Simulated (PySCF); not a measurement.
Compound: C3H13NPSi (charge +1).
Numbering: `[CH3:1][CH:2]([CH3:3])[Si@@H:4]([NH2:5])[PH3+:6]` (hydrogens: H7, H8, H9 on C1; H10 on C2; H11, H12, H13 on C3; H14 on Si4; H15, H16 on N5; H17, H18, H19 on P6)

Theory: PySCF, PBE0-D3(BJ)/def2-SVP geometry optimisation, gas phase.

Question: Give the optimised bond lengths and angles.

Answer: 
```tsv
bond	length (pm)	order
C1–C2	152.9	single
C2–C3	152.9	single
C2–Si4	186.6	single
Si4–N5	168.8	single
Si4–P6	240.8	single
C1–H7, C1–H8, C1–H9	110.2	single
C2–H10	110.8	single
C3–H11, C3–H12, C3–H13	110.1	single
Si4–H14	148.4	single
N5–H15, N5–H16	101.4	single
P6–H17, P6–H18, P6–H19	141.4	single
```

Bonds in one row agree within 1 pm and their mean is given. Orders are formal, as drawn. A selection of angles:
```tsv
angle	degrees
C2–C1–H7	110.2
C2–C1–H8	111.9
C2–C1–H9	112.8
H7–C1–H8	106.2
H7–C1–H9	107.1
C1–C2–C3	113.0
C1–C2–Si4	111.3
C1–C2–H10	108.2
C3–C2–Si4	112.8
C3–C2–H10	108.4
Si4–C2–H10	102.4
C2–C3–H11	112.2
C2–C3–H12	110.0
C2–C3–H13	112.5
H11–C3–H12	106.8
C2–Si4–N5	117.7
C2–Si4–P6	101.9
C2–Si4–H14	118.4
N5–Si4–P6	106.7
N5–Si4–H14	111.6
P6–Si4–H14	97.0
Si4–N5–H15	123.4
H15–N5–H16	112.7
Si4–P6–H17	118.3
Si4–P6–H18	116.0
Si4–P6–H19	112.0
H17–P6–H18	103.1
```

Dihedral angles: C1–C2–Si4–N5 -166° (antiperiplanar).

N5 (silicon-bound nitrogen) is planar (angles 123.9°, 123.4° and 112.7°, sum 360.0°, 0.00 Å off the plane of its three neighbours). P6 (phosphorus bonded to Si and 3 H) is distorted tetrahedral (angles from 102.7° to 118.3°). Of the pairs four or more bonds apart, P6···H8 is among the closest relative to their van der Waals radii: 2.91 Å, 97 % of the sum of Bondi's values. Si4 (SiH silicon) has angles from 97.0° to 118.4°.

Point group: C1 (no symmetry element, even within 0.4 Å). Stationary, but not proved a minimum. Torsions: C1–C2–Si4–N5 -166°, C2–Si4–N5–H -154° and 26°.

One conformer stands for the species.
